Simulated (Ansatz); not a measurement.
Relaxation of ClH₅O₃Sn (10 atoms, charge 0, multiplicity 1), to a largest force component of 0.03 eV/Å in at most 50 steps.

Method: Ansatz 0.2.0, RKS r2SCAN/def2-SVP.

```xyz
10
Properties=species:S:1:pos:R:3
Sn 0.217 0.500 -0.280
H 0.211 -0.507 2.491
O 1.715 -0.108 -1.407
H 1.851 -1.060 -1.268
O -1.141 1.544 -1.257
H -1.479 1.047 -2.021
O -0.552 -1.217 0.342
H -1.344 -1.077 0.884
Cl 1.001 2.124 1.284
H 0.421 0.112 2.786
```

Task: Where does it end, and by what steps?

Result: The forces met the threshold. The force dipped under the threshold on the way, but the program's further checks kept it going. After 43 steps the energy has fallen by 0.260 eV; H10 moved furthest, 2.05 Å.

```
step  energy less start (eV)  largest force component (eV/Å)  accepted
   0                  0.0000                           1.585       yes
   2                 -0.1552                           0.183       yes
   4                 -0.1888                           0.142       yes
   6                 -0.2022                           0.409       yes
   8                 -0.2137                           0.055       yes
  10                 -0.2169                           0.042       yes
  12                 -0.2208                           0.271       yes
  14                 -0.2263                           0.172       yes
  16                 -0.2291                           0.245       yes
  18                 -0.2319                           0.018       yes
  20                 -0.2337                           0.033       yes
  22                 -0.2355                           0.262       yes
  24                 -0.2383                           0.097       yes
  26                 -0.2406                           0.055       yes
  28                 -0.2430                           0.080       yes
  30                 -0.2437                           0.028       yes
  32                 -0.2458                           0.170       yes
  34                 -0.2480                           0.043       yes
  36                 -0.2505                           0.177       yes
  38                 -0.2560                           0.186       yes
  40                 -0.2583                           0.150       yes
  42                 -0.2597                           0.033       yes
  43                 -0.2598                           0.007       yes
```

```xyz
10
Properties=species:S:1:pos:R:3
Sn -0.151 0.777 -0.380
H 0.675 -1.408 2.095
O 1.433 -0.299 -0.836
H 1.759 -0.773 -0.055
O -1.154 0.994 -2.055
H -0.668 0.571 -2.781
O -1.197 -0.166 1.006
H -1.494 0.449 1.694
Cl 0.367 2.889 0.496
H 1.332 -1.675 2.369
```

Whether the end is a true minimum wasn't checked by a vibrational analysis.

Time of the run: 92 s on 4 threads of Arm Neoverse V2, with other jobs on the host, peak memory 0.19 GiB.
